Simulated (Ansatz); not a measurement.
Input file for CH₆AlBSe, SMILES `B[Se][AlH][CH3]`:

```yaml
crystal:
  periodic: [false, false, false]
  atoms:
    - {symbol: B, position_ang: [-0.815073, 1.383573, -1.211071]}
    - {symbol: Se, position_ang: [0.300475, 2.332729, -0.031332]}
    - {symbol: Al, position_ang: [0.842060, 0.017808, -0.139732]}
    - {symbol: C, position_ang: [0.132681, -1.166185, 1.232796]}
    - {symbol: H, position_ang: [-0.644367, 0.163522, -1.384104]}
    - {symbol: H, position_ang: [-1.716056, 1.819446, -1.851345]}
    - {symbol: H, position_ang: [1.978109, -0.375754, -1.167425]}
    - {symbol: H, position_ang: [-0.818881, -0.810231, 1.634287]}
    - {symbol: H, position_ang: [0.835699, -1.235112, 2.069697]}
    - {symbol: H, position_ang: [-0.011449, -2.180995, 0.851026]}
basis:
  gaussian: {orbitals: def2-TZVPP}
correlation: {method: ccsd_t}
```

```sh
$ ansatz run in.yaml --threads 4 --pin off --events-out ev --progress --plain --max-ram 10444MiB
```

Log, shortened:

```
Functional definition: HF
1408 factors; integrals over basis functions are off by at most 1.1e-3 eV
mean field evaluation 1: about -73682.5073 eV, gradient 2.9e1 eV
mean field evaluation 2: about -73682.6955 eV, gradient 2.9e1 eV
mean field evaluation 4: about -73685.2563 eV, gradient 2.9e0 eV
mean field evaluation 8: about -73685.2982 eV, gradient 1.8e-1 eV
mean field -73685.29837777 eV, -2707.8847696941 hartree, gradient 3.0e-6 eV, S^2 0.000000; 0 other end points of the search recorded, 0 dependent functions left out
16 core orbitals not correlated: weight in the atoms' cores, before any rotation towards them, 1.000 or more for the frozen orbitals, at most 0.000 for the correlated occupied ones
reference -73685.29837777 eV, -2707.8847696941 hartree; 16, 16 occupied and 204, 204 virtual orbitals, 1408 factors
second order -17.53275122 eV of doubles, -0.00000000 eV of singles
cycle   1  -18.03500838 eV  change   -5.0e-1 eV  update   1.0e-1
cycle   2  -18.53489086 eV  change   -5.0e-1 eV  update   3.0e-2
cycle   3  -18.62949164 eV  change   -9.5e-2 eV  update   1.9e-2
cycle   4  -18.61236633 eV  change    1.7e-2 eV  update   7.1e-3
cycle   5  -18.61360479 eV  change   -1.2e-3 eV  update   3.6e-3
cycle   6  -18.61359621 eV  change    8.6e-6 eV  update   9.9e-4
cycle   7  -18.61346277 eV  change    1.3e-4 eV  update   3.2e-4
cycle   8  -18.61364585 eV  change   -1.8e-4 eV  update   1.1e-4
cycle   9  -18.61366153 eV  change   -1.6e-5 eV  update   4.4e-5
cycle  10  -18.61363840 eV  change    2.3e-5 eV  update   1.6e-5
perturbative correction -0.75516883 eV, -0.0277519427 hartree
Total energy: -73704.66718501 eV, -2708.5965602312 hartree
```

It took 110 s on 4 threads of an Arm Neoverse V2 on a shared host, with 4.2 GiB of host memory at the peak.

Correlation energy per correlated electron: -0.605 eV. T1 diagnostic: 0.0139.
